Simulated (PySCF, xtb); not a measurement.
CH3FZn, SMILES [CH3][Zn][F].

Harmonic wavenumbers (cm⁻¹) from GFN2-xTB run with xtb at its own minimum, in rising order: 47, 48, 382, 480, 704, 704, 1293, 1469, 1469, 3077, 3078, 3081.

What does PBE0-D3(BJ)/def2-TZVP in PySCF 2.14.0 give at its own minimum? (Estimate from the structure and the level; the computed values follow.)

151, 151, 541, 693, 723, 723, 1209, 1449, 1449, 3061, 3151, 3151. Paired by order, the mean absolute difference is 75 cm⁻¹ and the zero-point energies are 22.6 and 23.5 kcal/mol.
